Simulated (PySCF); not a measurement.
A GIAO shielding run with PySCF 2.14.0 with density-fitted response routines (density fitting, non-relativistic, gas phase) on SMILES C[C@@H](CF)[C@@H]1CCN([SiH3])C1, C7H16FNSi:

```
$ OMP_NUM_THREADS=1 python probes_run.py task.json out

{"job": {"kind": "nmr", "xc": "PBE0", "basis": "pcSseg-1"}, "charge": 0, "multiplicity": 1}
C     -2.424499    -0.694377     1.131591
C     -1.815625    -0.055231    -0.110557
C     -2.759008     0.979880    -0.695495
F     -3.983862     0.419397    -0.971848
C     -0.446112     0.561629     0.163338
C      0.292454     1.112917    -1.059339
C      1.754845     1.189879    -0.614278
N      1.856078     0.236581     0.484220
Si     3.335933    -0.154782     1.289179
C      0.586650    -0.420333     0.717516
H     -3.441012    -1.053242     0.918846
H     -2.486603     0.033679     1.957689
H     -1.828866    -1.550236     1.480690
H     -1.684931    -0.839823    -0.879833
H     -2.358691     1.399730    -1.632908
H     -2.911061     1.809715     0.019423
H     -0.562643     1.376326     0.903227
H      0.183725     0.399985    -1.894570
H     -0.084965     2.085877    -1.405636
H      2.434136     0.952853    -1.453989
H      2.016810     2.209908    -0.274494
H      4.166177    -1.210745     0.615592
H      4.174156     1.082614     1.364444
H      3.002068    -0.650358     2.660030
H      0.491973    -1.389731     0.180258
H      0.440892    -0.632295     1.789428
```

Hardware: 1 thread of an Arm Neoverse N1, shared host. The job also computes population analyses, field gradients, ring-centre shieldings.

Question: How large is the calculation?

Answer: 88 electrons, 257 basis functions and 1347 auxiliary functions.

Question: How long does it take, and how much memory does it need?

Answer: 2.7 min of wall time, with 13 SCF cycles and 4 response iterations; peak memory 1.3 GiB. Times on a shared host scatter by some tens of per cent.
